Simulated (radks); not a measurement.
Spherical jellium clusters: N electrons in a uniform positive sphere of charge N and radius rs N^(1/3), rs = 5.57 bohr. Method: non-relativistic Kohn-Sham, PBEsol, spin-polarised, spherical densities; computed with a radial shooting solver with Libxc functionals. Levels are named by radial order and angular momentum (1s, 1p, 1d, 2s, ...), and open shells are averaged over m.

N = 10, configuration 1s2 1p6 1d(up 2, down 0). This is the lowest configuration that the search found. Occupied levels:

level    occupation  eigenvalue (eV)  <r> (bohr)
1s up             1          -3.2900       8.086
1s down           1          -3.2005       7.511
1p up             3          -2.7534       9.280
1p down           3          -2.5760       8.978
1d up             2          -2.0306       10.26

Energy (eV): total -17.0444, kinetic 9.9754, external -270.44, Hartree 134.75, exchange-correlation -27.384, background 136.05.
